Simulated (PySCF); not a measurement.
AlBr2, SMILES [Br][Al][Br], multiplicity 2.

The structure is a stationary point at B3LYP-D3(BJ)/def2-TZVP. The spin state was assumed, not searched. The isomer is the one that the SMILES or the coordinates give; other isomers of the formula were not compared.

The numbers are results of r2SCAN/def2-TZVPD (PySCF), not measurements.

The molecule is in vacuum.

Task: Estimate the frontier levels, dipole moment and polarisability. (The exact figures need the calculation; the answer reports its results.)

Result: 
```yaml
"α spin, highest occupied and lowest empty level": -5.92 and -2.81 eV
"β spin, highest occupied and lowest empty level": -7.68 and -3.75 eV
dipole_moment: 0.288 e·Å
quadrupole, principal values (traceless, Buckingham form, about the centre of nuclear charge): -5.44, 2.34, 3.10 D·Å
mean_static_polarisability: 78.4 bohr³ (11.62 Å³)
polarisability_principal_values: 63.8, 72.0, 99.5 bohr³
"⟨S²⟩": 0.754 (pure state 0.75)
```
